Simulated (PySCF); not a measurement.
**UHF on Se+ (selenium, charge +1)**

Configuration: [Ar] 3d10 4s2 4p3, high-spin 4S determinant. Calculation: PySCF 2.14, in def2-SVP (5s4p3d, 32 functions); the non-relativistic Hamiltonian (point nucleus).

| Property | Result |
| --- | --- |
| Total energy | -2399.214942 hartree |
| One-electron energy | -3330.1453 hartree |
| Hartree (Coulomb) energy | 1016.2328 hartree |
| Exchange energy | -85.3025 hartree |
| Kinetic energy | 2399.25212 hartree |
| ⟨S²⟩ | 3.7507 |
| ⟨L²⟩ | 0.000 |
| Sum of ⟨r⟩ | 22.51 bohr |
| Sum of ⟨r²⟩ | 31.81 bohr² |
| Density at the nucleus (Gaussians lack the cusp) | 25500 bohr⁻³ |
| Spin density at the nucleus | 0.264 bohr⁻³ |
| Langevin diamagnetic susceptibility | -25.2 ×10⁻⁶ cm³/mol |
| Time after the integrals | 0.09 s of wall time on 1 thread of Neoverse-V1 (shared host) |

```tsv
shell	electrons	mean orbital energy (hartree)	rms radius, mean of both spins (bohr)
1s α	1	-461.21203	0.0521
1s β	1	-461.19996	0.0521
2s α	1	-61.03570	0.216
2s β	1	-61.03035	0.216
2p α	3	-54.65404	0.191
2p β	3	-54.64191	0.191
3s α	1	-9.32438	0.624
3s β	1	-9.30194	0.624
3p α	3	-7.05960	0.641
3p β	3	-7.02913	0.641
3d α	5	-3.03980	0.693
3d β	5	-3.02434	0.693
4s α	1	-1.32362	1.94
4s β	1	-1.01592	1.94
4p α	3	-0.78863	2.31
```
